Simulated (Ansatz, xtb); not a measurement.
C2H5ClSi+: where a starting geometry ends

The starting geometry of this gas-phase doublet was built from a drawn formula by distance geometry and a force field; its bonds are those of `[CH2]C[SiH+]Cl`.

```yaml
atoms:
  - { symbol: C, position_ang: [-1.4017, -0.3064, -1.8433] }
  - { symbol: C, position_ang: [-0.7574, -0.5153, -0.4921] }
  - { symbol: Cl, position_ang: [-3.3630, -0.2494, 1.3160] }
  - { symbol: Si, position_ang: [-1.7813, -1.3959, 0.7788] }
  - { symbol: H, position_ang: [-2.3161, 0.2861, -1.8991] }
  - { symbol: H, position_ang: [-0.9568, -0.6906, -2.7462] }
  - { symbol: H, position_ang: [-0.4187, 0.4575, -0.1375] }
  - { symbol: H, position_ang: [0.1640, -1.1210, -0.6451] }
  - { symbol: H, position_ang: [-0.9728, -1.6264, 1.9970] }
```

Problem. Predict what becomes of its bonds when it is optimised with r2SCAN-D4/def2-SVP.

Solution. It keeps its bonds, and is `[CH2]C[SiH+]Cl`.

The energy falls by 0.76 eV over 12 steps:

```tsv
step	E − E(last) (eV)
1	0.757
2	0.185
3	0.119
5	0.016
6	0.006
7	0.004
8	0.002
10	0.000
11	0.000
12	0.000
```

Final geometry (Å):

```xyz
9

C    -1.3894   -0.2073   -1.8120
C    -0.7034   -0.6631   -0.6381
Cl   -3.5847   -0.6597    1.0416
Si   -1.6636   -1.2105    0.9040
H    -2.1117    0.6130   -1.7630
H    -1.2360   -0.7022   -2.7752
H    -0.3445    0.2124   -0.0229
H     0.1508   -1.3419   -0.7952
H    -0.9213   -1.2021    2.1892
```

From the same start GFN2-xTB ends elsewhere, differing in C1–Si4 (2.01 against 2.91 Å here).

The end wasn't checked by frequencies. Open shells are spin-unrestricted. Run with Ansatz 0.2.0, 43 s on 2 threads of Intel(R) Xeon(R) 6975P-C (Granite Rapids), with other jobs on the host.
